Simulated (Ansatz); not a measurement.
```yaml
crystal:
  periodic: [false, false, false]
  atoms:
    - {symbol: Cl, position_ang: [-1.769441, -1.764962, 1.606826]}
    - {symbol: Al, position_ang: [-0.013856, -1.307346, 0.510368]}
    - {symbol: N, position_ang: [0.657545, 0.416994, 1.103360]}
    - {symbol: Al, position_ang: [0.232309, 1.246601, -0.601521]}
    - {symbol: Cl, position_ang: [-1.345802, 2.631026, -0.307168]}
    - {symbol: N, position_ang: [-0.527221, -0.453259, -1.157800]}
    - {symbol: H, position_ang: [1.132775, -2.376287, 0.320833]}
    - {symbol: H, position_ang: [0.134313, 0.806327, 1.881842]}
    - {symbol: H, position_ang: [1.636773, 0.436973, 1.366027]}
    - {symbol: H, position_ang: [1.519795, 1.638949, -1.427209]}
    - {symbol: H, position_ang: [-1.532283, -0.417876, -1.299121]}
    - {symbol: H, position_ang: [-0.124916, -0.857151, -1.996437]}
basis:
  gaussian: {orbitals: cc-pVTZ-PP}
hamiltonian: {xc: {name: revPBE}, dispersion: d4}
output: {forces: true}
```

```sh
$ ansatz run in.yaml --threads 2 --pin off --events-out ev --progress --plain --max-ram 32768MiB --backend cpu
```

It prints (some lines left out):

```
Functional definition: revPBE
Error: <dir> the basis set cc-pVTZ-PP has no functions for Cl
```

In this input the basis set is misnamed or doesn't suit the job. The input was rejected before any iteration.
